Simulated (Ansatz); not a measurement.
`NB(F)Cl` and `NB(F)[SiH3]` differ in one atom or group.

Ansatz, PBE0-D4/def2-TZVP geometries, multiplicity 1. Each molecule was computed in one conformer, which needn't be the lowest.

| property | `NB(F)Cl` |
| --- | --- |
| LUMO energy (B3LYP/def2-TZVPP) / eV | 0.32 |
| HOMO energy (ωB97M-V/def2-TZVPP) / eV | -10.90 |
| HOMO–LUMO gap (ωB97M-V/def2-TZVPP) / eV | 12.88 |
| ideal-gas entropy at 298 K and 1 bar (rigid rotor, harmonic PBE0-D4/def2-TZVP) / J/(mol·K) | 289 |
| HOMO–LUMO gap (PBE0/def2-TZVPP) / eV | 9.27 |
| HOMO–LUMO gap (B3LYP/def2-TZVPP) / eV | 8.63 |

(1) Give the same properties after the change, and the shifts. (An estimate is asked.)

## Answers

(1) Ansatz gave: 
```json
{"property": "LUMO energy (B3LYP/def2-TZVPP) / eV", "`NB(F)[SiH3]`": "-0.37", "shift": "-0.69"}
{"property": "HOMO energy (ωB97M-V/def2-TZVPP) / eV", "`NB(F)[SiH3]`": "-10.52", "shift": "0.38"}
{"property": "HOMO–LUMO gap (ωB97M-V/def2-TZVPP) / eV", "`NB(F)[SiH3]`": "12.28", "shift": "-0.60"}
{"property": "ideal-gas entropy at 298 K and 1 bar (rigid rotor, harmonic PBE0-D4/def2-TZVP) / J/(mol·K)", "`NB(F)[SiH3]`": "319", "shift": "30"}
{"property": "HOMO–LUMO gap (PBE0/def2-TZVPP) / eV", "`NB(F)[SiH3]`": "8.16", "shift": "-1.11"}
{"property": "HOMO–LUMO gap (B3LYP/def2-TZVPP) / eV", "`NB(F)[SiH3]`": "7.76", "shift": "-0.87"}
```

With PBE0 the HOMO rises by 0.23 eV and the LUMO falls by 0.88 eV, so the gap narrows by about 1.11 eV. PBE moves the HOMO by 0.13 eV and ωB97M-V by 0.38 eV. The zero-point energy changes by 61.0 kJ/mol with +9 modes.

B3LYP here is the variant with VWN-RPA as its local correlation; programs differ in this.
